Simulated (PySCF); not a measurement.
C5H4F2, SMILES C=CC#CC(F)F.

Geometry: PBE0-D3(BJ)/def2-SVP. The structure was generated by enumeration, and PubChem lists no compound with its InChIKey, so it may never have been made.

Two levels are set side by side: PBE/def2-TZVP (PySCF) and PBE0/def2-TZVP (PySCF). Same geometry, gas phase. Differences are taken from unrounded values.

| quantity | PBE0 | PBE | PBE minus PBE0 |
|---|---|---|---|
| orbital gap (eV) | 6.05 | 4.06 | -1.98 |
| highest occupied level (eV) | -7.59 | -6.52 | 1.07 |
| lowest empty level (eV) | -1.54 | -2.46 | -0.92 |
| dipole moment (D) | 2.83 | 2.64 | -0.20 |
| mean polarisability (bohr³) | 63.6 | 66.1 | 2.5 |

Without exact exchange PBE keeps part of each electron's self-repulsion, which lifts occupied levels and narrows the gap. PBE's more diffuse valence density responds more strongly to a field. Differences between two approximate levels are no errors against the true value.

Rough cost on one machine, each run with all the roots and properties that it gave: PBE0 against PBE within a factor of 2.
